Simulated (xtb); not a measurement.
xtb input:

```bash
xtb mol.xyz --gfn 1 --sp --chrg 0 --uhf 0
```
mol.xyz:
```
5

Ge     0.00000000    -0.00000000    -0.00000000
H     -0.62084931    -0.89938570    -1.07909442
H      0.56820009    -0.87256181     1.12897202
H     -1.07716225     0.93547100     0.56869039
H      1.12981147     0.83647651    -0.61856799
```

Problem. Which total energy does the run end on?

Solution. -3.80391 Eh (GFN1-xTB).
